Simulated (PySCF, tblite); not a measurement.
C4H9NP2Si.
Geometry (GFN2-xTB, Å), atoms numbered from 1 in this order:
```
atom  x, y, z in Å
N1    -2.7020   -2.2826    1.3649
C2    -2.7237   -1.2151    0.9558
C3    -2.7473    0.1164    0.4074
C4    -1.9729    0.1650   -0.9121
P5    -0.1915   -0.4205   -0.8512
P6     0.3260    0.0712    1.0523
C7     2.0910   -0.4760    1.0545
Si8    3.2625    0.8158    0.2704
H9    -2.3029    0.8010    1.1364
H10   -3.7897    0.4082    0.2425
H11   -1.9724    1.1878   -1.3013
H12   -2.4739   -0.4635   -1.6552
H13    2.1845   -1.4269    0.5311
H14    2.3720   -0.6401    2.0964
H15    4.6325    0.3332    0.4462
H16    3.0800    2.1007    0.9494
H17    2.9210    0.9374   -1.1479
```

Theory: wB97X-D/def2-SVPD in PySCF (dipole) on a GFN2-xTB geometry, gas phase.

Take the most abundant isotopes and a rigid rotor. The values belong to one conformer with, in the numbering `[N:1]#[C:2][CH2:3][CH2:4]/[P:5]=[P:6]/[CH2:7][SiH3:8]`, C2–C3–C4–P5 -56°, C3–C4–P5–P6 -30°, P5–P6–C7–Si8 82°.

What are A, B and C (MHz)?

Ia = 188.99, Ib = 865.92, Ic = 949.09 u·Å²; 505379 MHz·u·Å²/I gives A = 2674, B = 583.6, C = 532.5 MHz.

Classify the top.

A near-prolate asymmetric top: κ = (2 × 583.6 − 2674 − 532.5)/(2674 − 532.5) = -0.95.

Is it planar, by Δ = Ic − Ia − Ib?

Not planar: Δ = Ic − Ia − Ib = -105.82 u·Å². For a rigid frame Δ = −2 Σ m c², so Σ m c² = 52.91 u·Å² lies off the ab plane: 10.97 from hydrogen and 41.94 from heavier atoms. The atom farthest from that plane is 1.76 Å away.

Where do the levels up to J = 2 lie, in K?

Above 0(0,0), as E/k:
J = 1: 1(0,1) 0.054, 1(1,1) 0.154, 1(1,0) 0.156
J = 2: 2(0,2) 0.161, 2(1,2) 0.259, 2(1,1) 0.266, 2(2,1) 0.567, 2(2,0) 0.567
The levels of one J sum to (2J + 1)J(J + 1)(A + B + C)/3.

Which types of transition are allowed, and where do some lines up to J = 2 fall?

The dipole components are |μa| = 1.33 D, |μb| = 2.54 D, |μc| = 2.05 D. Intensities carry the squares of the components, which stand as 0.27 : 1.00 : 0.65 (a : b : c). Some lines, for components of 0.1 D or more:

```
type  branch         J(Ka,Kc)   MHz  lower level (cm⁻¹)
   a       R  1(0,1) ← 0(0,0)  1116               0.000
   c       Q  2(1,2) ← 2(0,2)  2040               0.112
   c       Q  1(1,1) ← 1(0,1)  2090               0.037
   b       Q  1(1,0) ← 1(0,1)  2142               0.037
   a       R  2(1,2) ← 1(1,1)  2181               0.107
   b       Q  2(1,1) ← 2(0,2)  2194               0.112
   a       R  2(0,2) ← 1(0,1)  2231               0.037
   a       R  2(1,1) ← 1(1,0)  2283               0.109
   b       R  1(1,1) ← 0(0,0)  3207               0.000
   c       R  1(1,0) ← 0(0,0)  3258               0.000
   c       R  2(1,1) ← 1(0,1)  4425               0.037
   c       Q  2(2,1) ← 2(1,1)  6271               0.185
   b       Q  2(2,0) ← 2(1,1)  6272               0.185
   b       Q  2(2,1) ← 2(1,2)  6425               0.180
   b       R  2(2,1) ← 1(1,0)  8555               0.109
   c       R  2(2,0) ← 1(1,0)  8556               0.109
   b       R  2(2,0) ← 1(1,1)  8607               0.107
```

Estimate the classical rotational partition function at 10 K, 100 K and 500 K.

Point group C1, symmetry number σ = 1; q = (√π/σ)·√((kT/h)³/(ABC)), k/h = 20836.6 MHz/K: 5850 at 10 K, 185000 at 100 K, 2070000 at 500 K.

Its lowest GFN2-xTB frequency is 11 cm⁻¹, too small to tell a flat minimum from a shallow saddle. Constants of a rigid frame at the computed geometry: no zero-point averaging, no centrifugal distortion. A rigid rotor knows nothing of internal rotation, which can split or shift real lines. Quadrupole hyperfine structure (14N) is left out.
